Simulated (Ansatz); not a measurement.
One change: `C=C(F)S[SiH3]` becomes `C=C(F)NC`.

Ansatz, PBE0-D4/def2-TZVP geometries, multiplicity 1. Each molecule was computed in one conformer, which needn't be the lowest.

```csv
property,`C=C(F)S[SiH3]`
HOMO energy (B3LYP/def2-TZVPP) / eV,-6.82
HOMO energy (ωB97M-V/def2-TZVPP) / eV,-9.17
size of the dipole moment (PBE/def2-TZVPP) / D,0.67
HOMO–LUMO gap (ωB97M-V/def2-TZVPP) / eV,10.80
HOMO–LUMO gap (B3LYP/def2-TZVPP) / eV,6.30
HOMO energy (PBE/def2-TZVPP) / eV,-5.91
```

Question: Give the same properties after the change, and the shifts. (Best estimate.)

Answer: The calculation gave: 
| property | `C=C(F)NC` | shift |
| --- | --- | --- |
| HOMO energy (B3LYP/def2-TZVPP) / eV | -6.00 | 0.82 |
| HOMO energy (ωB97M-V/def2-TZVPP) / eV | -8.42 | 0.75 |
| size of the dipole moment (PBE/def2-TZVPP) / D | 2.24 | 1.57 |
| HOMO–LUMO gap (ωB97M-V/def2-TZVPP) / eV | 10.83 | 0.03 |
| HOMO–LUMO gap (B3LYP/def2-TZVPP) / eV | 6.56 | 0.26 |
| HOMO energy (PBE/def2-TZVPP) / eV | -5.00 | 0.91 |

With PBE0 the HOMO rises by 0.84 eV and the LUMO rises by 1.19 eV, so the gap widens by about 0.35 eV. PBE moves the HOMO by 0.91 eV and ωB97M-V by 0.75 eV. Dipoles are sizes alone; their direction can turn.

B3LYP here is the variant with VWN-RPA as its local correlation; programs differ in this.
